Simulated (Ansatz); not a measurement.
A nudged elastic band was laid between two geometries of H₂OZn (4 atoms, charge 0, multiplicity 1).

Level of theory: RKS CAM-B3LYP/def2-TZVP in Ansatz 0.2.0.

| Property | Result |
| --- | --- |
| movable images | 5 |
| climbing image | yes |
| spring | 5.0 eV/Å² |
| optimiser | quadratic models (default) |
| start path | through a guess of the saddle point |
| force threshold | 0.05 eV/Å |
| iteration limit | 60 |
| end points | relaxed |

Image 0:

```xyz
4
Properties=species:S:1:pos:R:3
O 0.372 -0.969 0.538
Zn 0.070 0.599 -0.224
H -0.298 -1.653 0.506
H -0.088 1.963 -0.841
```

Image 6:

```xyz
4
Properties=species:S:1:pos:R:3
O -0.389 -0.179 0.519
Zn 2.181 0.906 -1.087
H -0.560 -1.097 0.287
H -1.177 0.309 0.261
```

Q: What changes between the two ends?

A: Bonds broken: O1–Zn2, Zn2–H4. Bonds formed: O1–H4. H2OZn becomes H2O + Zn.

Q: Give the energies along the band, and the barrier.

A: The run converged. The highest image is number 3 of 0 to 6, 68.7 kcal/mol above the first end and 64.8 kcal/mol above the last; the last end lies 4.0 kcal/mol above the first. Neighbouring images differ by up to 2.1 eV, so the band resolves the path poorly. A vibrational analysis at the climbing image gives one clearly imaginary mode, 1222i cm⁻¹: a first-order saddle point. The orbitals stay closed-shell, which can raise the energy where a bond breaks towards radicals; this wasn't checked here.

```
image  path coordinate (Å)  energy (kcal/mol)  O1–Zn2 (Å)  Zn2–H4 (Å)  O1–H4 (Å)
    0                 0.00                0.0        1.77        1.51       3.27
    1                 0.66               11.9        1.77        1.48       3.06
    2                 1.32               43.3        1.80        1.52       2.43
    3                 1.98               68.7        1.92        1.62       1.66
    4                 2.61               19.7        2.18        2.01       1.03
    5                 3.25                4.8        2.85        2.81       0.96
    6                 3.88                4.0        3.22        3.67       0.96
```

Q: What is the geometry of the highest image?

A: 
```xyz
4
Properties=species:S:1:pos:R:3
O 0.153 -0.639 -0.077
Zn -0.938 0.859 -0.596
H 0.266 -1.247 0.666
H 0.575 0.967 -0.013
```

Time of the run: 4.5 min on 2 threads of Arm Neoverse N1 (shared host), peak memory 0.19 GiB.
